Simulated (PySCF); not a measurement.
## Working out the ionisation energy of P+

P+ [Ne] 3s2 3p2 (3P) → P(2+) [Ne] 3s2 3p1 (2P). Calculation: PySCF 2.14, in x2c-SVPall; scalar relativity by spin-free X2C-1e. Frozen: [Ne]. Energies in hartree (1 hartree = 27.21139 eV):

| part | P+ (lower) | P(2+) (upper) |
| --- | --- | --- |
| UHF | -341.038009 | -340.333306 |
| CCSD correlation | -0.069723 | -0.058751 |
| (T) | -0.000946 | -0.000641 |

What does Hartree-Fock give?

(-340.333306) − (-341.038009) = 0.704703 hartree = 19.176 eV.

What do CCSD and CCSD(T) give?

The CCSD correlation energies differ by 0.010972 hartree = 0.299 eV and the triples by 0.000305 hartree = 0.008 eV, so CCSD gives 19.475 eV and CCSD(T) 19.483 eV.

Reference: 19.769 eV (semi-empirical (NIST evaluation); NIST Atomic Spectra Database, ionization energies), between the lowest levels; spin-orbit coupling is absent from the calculation.

A double-zeta basis recovers only part of the correlation energy.

What remains against the reference includes basis incompleteness, the frozen core and higher excitations.
